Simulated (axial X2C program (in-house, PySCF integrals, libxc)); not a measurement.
## Outer orbitals of GaSi⁻ at 2.434 Å, PBE0

Calculated with an in-house relativistic program for diatomic molecules. Spin-free means the one-electron spin-free X2C Hamiltonian; two-component (2c) means X2C with spin–orbit coupling and atomic mean-field two-electron Coulomb and Gaunt terms, so the difference of the two also holds small scalar two-electron terms. Basis: Ga dyall-acv3z [10s10p8d5f1g], Si dyall-av3z [9s8p3d2f] (cores contracted in-house); Gaussian nuclei, density fitting, unrestricted open shells. Masses: Ga 68.926 u, Si 27.977 u.

The distance is close to the 2c PBE0 minimum; the highest filled and lowest empty levels are listed.

Spin-free orbitals, state M_S = 1, Λ = 0 (beyond evenly filled blocks: π+α, π-α) (Löwdin shares):

```csv
symmetry,occupied,ε (eV),atomic character
δ-α,yes,-17.13,100% Ga d
δ+α,yes,-17.13,100% Ga d
δ-β,yes,-17.10,100% Ga d
δ+β,yes,-17.10,100% Ga d
π-α,yes,-16.95,100% Ga d
π+α,yes,-16.95,100% Ga d
π-β,yes,-16.93,100% Ga d
π+β,yes,-16.93,100% Ga d
σα,yes,-16.93,100% Ga d
σβ,yes,-16.92,100% Ga d
σα,yes,-8.19,"53% Si s, 24% Ga s, 11% Ga p"
σβ,yes,-6.90,"46% Si s, 31% Ga s, 8% Ga p"
σα,yes,-4.31,"41% Ga s, 22% Si p, 18% Si s"
σβ,yes,-3.66,"35% Ga s, 24% Si s, 20% Si p"
π+α,yes,-0.71,"64% Si p, 25% Ga p, 6% Ga d"
π-α,yes,-0.71,"64% Si p, 25% Ga p, 6% Ga d"
σα,yes,0.00,"41% Si p, 37% Ga p, 12% Ga s"
σβ,yes,0.27,"40% Si p, 37% Ga p, 12% Ga s"
π-β,no,1.93,"52% Ga p, 43% Si p"
π+β,no,1.93,"52% Ga p, 43% Si p"
σα,no,2.31,"89% Ga p, 6% Si p, 2% Ga s"
σβ,no,2.34,"93% Ga p, 4% Si p"
```

The highest filled level is positive, so this functional does not bind it, and the empty levels of an anion are set by the basis.

Spinors with spin–orbit coupling (state Ω = 1):

```json
{"ω": "-3/2", "occupied": "yes", "ε (eV)": "-17.37", "atomic character": "100% Ga d", "λ mixture": "90% δ, 10% π"}
{"ω": "3/2", "occupied": "yes", "ε (eV)": "-17.34", "atomic character": "100% Ga d", "λ mixture": "88% δ, 12% π"}
{"ω": "-1/2", "occupied": "yes", "ε (eV)": "-17.21", "atomic character": "100% Ga d", "λ mixture": "64% π, 36% σ"}
{"ω": "1/2", "occupied": "yes", "ε (eV)": "-17.19", "atomic character": "100% Ga d", "λ mixture": "60% π, 40% σ"}
{"ω": "5/2", "occupied": "yes", "ε (eV)": "-16.97", "atomic character": "100% Ga d", "λ mixture": "100% δ"}
{"ω": "-5/2", "occupied": "yes", "ε (eV)": "-16.93", "atomic character": "100% Ga d", "λ mixture": "100% δ"}
{"ω": "3/2", "occupied": "yes", "ε (eV)": "-16.81", "atomic character": "100% Ga d", "λ mixture": "88% π, 12% δ"}
{"ω": "-3/2", "occupied": "yes", "ε (eV)": "-16.79", "atomic character": "100% Ga d", "λ mixture": "90% π, 10% δ"}
{"ω": "-1/2", "occupied": "yes", "ε (eV)": "-16.77", "atomic character": "100% Ga d", "λ mixture": "64% σ, 36% π"}
{"ω": "1/2", "occupied": "yes", "ε (eV)": "-16.76", "atomic character": "100% Ga d", "λ mixture": "60% σ, 40% π"}
{"ω": "1/2", "occupied": "yes", "ε (eV)": "-8.18", "atomic character": "53% Si s, 24% Ga s, 11% Ga p", "λ mixture": "100% σ"}
{"ω": "-1/2", "occupied": "yes", "ε (eV)": "-6.90", "atomic character": "46% Si s, 31% Ga s, 8% Ga p", "λ mixture": "100% σ"}
{"ω": "1/2", "occupied": "yes", "ε (eV)": "-4.31", "atomic character": "41% Ga s, 22% Si p, 18% Si s", "λ mixture": "100% σ"}
{"ω": "-1/2", "occupied": "yes", "ε (eV)": "-3.66", "atomic character": "35% Ga s, 24% Si s, 20% Si p", "λ mixture": "100% σ"}
{"ω": "-1/2", "occupied": "yes", "ε (eV)": "-0.72", "atomic character": "64% Si p, 25% Ga p, 6% Ga d", "λ mixture": "100% π"}
{"ω": "3/2", "occupied": "yes", "ε (eV)": "-0.69", "atomic character": "64% Si p, 25% Ga p, 6% Ga d", "λ mixture": "100% π"}
{"ω": "1/2", "occupied": "yes", "ε (eV)": "0.00", "atomic character": "41% Si p, 37% Ga p, 12% Ga s", "λ mixture": "100% σ"}
{"ω": "-1/2", "occupied": "yes", "ε (eV)": "0.27", "atomic character": "40% Si p, 37% Ga p, 12% Ga s", "λ mixture": "100% σ"}
{"ω": "1/2", "occupied": "no", "ε (eV)": "1.91", "atomic character": "52% Ga p, 43% Si p", "λ mixture": "100% π"}
{"ω": "-3/2", "occupied": "no", "ε (eV)": "1.94", "atomic character": "52% Ga p, 43% Si p", "λ mixture": "100% π"}
{"ω": "1/2", "occupied": "no", "ε (eV)": "2.32", "atomic character": "91% Ga p, 5% Si p", "λ mixture": "100% σ"}
{"ω": "-1/2", "occupied": "no", "ε (eV)": "2.34", "atomic character": "93% Ga p, 3% Si p", "λ mixture": "100% σ"}
```

The highest filled level is positive, so this functional does not bind it, and the empty levels of an anion are set by the basis.

Mulliken charges and populations of the two-component result (they depend on the basis, above all on diffuse functions):

Ga -0.43 e (s 8.10 p 13.26 d 10.06 f 0.01), Si -0.57 e (s 5.85 p 8.67 d 0.04). ⟨Lz⟩ = 0.00 ħ and ⟨Sz⟩ = 1.00 ħ (0.23 and 0.77 on the two atoms), which add up to Ω.

Occupations by symmetry block were frozen at the best pattern of an incomplete PBE0 search. Density functionals use the spin component along the axis (collinear). Other states lie close and PBE0, whose exact exchange favours high spin, may order them wrongly; the determinant shown need not be the ground state. The nearest other spin-free determinant of the search, M_S = 1, Λ = 1, lies 0.11 eV up at the distance of the search. With several unpaired electrons one determinant need not be a pure state. Open-shell Ω = 0 determinants with evenly filled partner blocks cannot be reached by this program, so the Ω shown need not be the lowest component. This is the Ω = 1 component of a π² triplet; the 0⁺ component is not one determinant and can lie lowest. The highest occupied level of some functionals is positive through self-interaction error; at Hartree–Fock it is bound.
